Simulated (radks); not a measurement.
Results of a calculation; reference values are marked as such.
Pm XXV, configuration [Ar] 3d10 4s1 4p6 4d2 (not the ground configuration). Code: a radial shooting solver on a logarithmic mesh with Libxc functionals. Model: Dirac Kohn-Sham, LDA (Slater exchange, Perdew-Wang correlation), spin-unpolarised, spherical densities, finite nucleus; open shells fill j = l - 1/2 first; Fermi nuclear charge, rms radius 4.962 fm.

Unscreened Slater integrals over Kohn-Sham orbitals (eV). Large and small components are both included. Empty in this configuration: 4d5/2.

| integral | value |
|---|---|
| F0(4d3/2,4d3/2) | 42.734 |
| F2(4d3/2,4d3/2) | 21.861 |
| F0(4d3/2,4p3/2) | 42.723 |
| F2(4d3/2,4p3/2) | 22.008 |
| G1(4d3/2,4p3/2) | 27.389 |
| G3(4d3/2,4p3/2) | 17.526 |
| F0(4d3/2,4p1/2) | 43.473 |
| G1(4d3/2,4p1/2) | 28.245 |
| F0(4d3/2,4s1/2) | 43.585 |
| G2(4d3/2,4s1/2) | 21.835 |
| F0(4d3/2,4d5/2) | 42.521 |
| F2(4d3/2,4d5/2) | 21.762 |
| G2(4d3/2,4d5/2) | 21.710 |
| G4(4d3/2,4d5/2) | 14.772 |
| F0(4p3/2,4p3/2) | 42.812 |
| F2(4p3/2,4p3/2) | 22.436 |
| F0(4p3/2,4p1/2) | 43.550 |
| G2(4p3/2,4p1/2) | 22.617 |
| F0(4p3/2,4s1/2) | 43.662 |
| G1(4p3/2,4s1/2) | 29.573 |
| F0(4p3/2,4d5/2) | 42.514 |
| F2(4p3/2,4d5/2) | 21.922 |
| G1(4p3/2,4d5/2) | 27.407 |
| G3(4p3/2,4d5/2) | 17.514 |
| F0(4p1/2,4p1/2) | 44.347 |
| F0(4p1/2,4s1/2) | 44.460 |
| G1(4p1/2,4s1/2) | 30.104 |
| F0(4p1/2,4d5/2) | 43.248 |
| G3(4p1/2,4d5/2) | 17.839 |
| F0(4s1/2,4s1/2) | 44.595 |
| F0(4s1/2,4d5/2) | 43.360 |
| G2(4s1/2,4d5/2) | 21.755 |
| F0(4d5/2,4d5/2) | 42.313 |
| F2(4d5/2,4d5/2) | 21.672 |
| F4(4d5/2,4d5/2) | 14.746 |
